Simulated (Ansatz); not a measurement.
Consider the ligand exchange at the Sb–I bond: `[SbH2][I]` + `[OH][GaH2]` → `[GaH2][O][SbH2]` + HI.

Calculated with Ansatz (gas phase, PBE0-D4/def2-TZVP geometries, no zero-point term in ΔE). CBS: MP2 limit from def2 TZ/QZ plus the TZ coupled-cluster correction, frozen cores. DFT in def2-TZVPP. B3LYP here is the variant with VWN-RPA as its local correlation; programs differ in this. HSE06 is defined as in plane-wave codes. Elements past krypton have def2 core potentials. For Ga, I, Sb outer-core shells are correlated without core-valence functions, which leaves a few kJ/mol of doubt a bond. Scalar relativity is left out up to krypton.

```
       level  ΔE (kJ/mol)  difference from CCSD(T)/CBS
 LDA (SPW92)         90.9                          1.8
   r2SCAN-D4         89.5                          0.4
      B97M-V         72.9                        -16.2
    HSE06-D4         97.2                          8.1
    BHLYP-D4         90.5                          1.4
CAM-B3LYP-D4         81.6                         -7.5
      B2PLYP         85.7                         -3.4
         PBE         93.9                          4.8
      revPBE         95.2                          6.1
      r2SCAN         90.3                          1.2
        PBE0         98.3                          9.2
       B3LYP         90.3                          1.2
     r2SCAN0         96.6                          7.5
       BHLYP         92.2                          3.1
   CAM-B3LYP         83.6                         -5.5
     LC-ωPBE         86.9                         -2.2
 CCSD(T)/CBS         89.1                            0
```

Largest T1 diagnostic among the species: 0.016.

In def2-TZVPP, CCSD(T) changes the Hartree–Fock value by −14.2 kJ/mol (the triples alone add −1.8 kJ/mol) and MP2 by −7.0 kJ/mol. Leaving LDA and LC-ωPBE aside and taking each functional with its dispersion term where it has one, the values spread over 24.3 kJ/mol, from B97M-V to HSE06-D4.
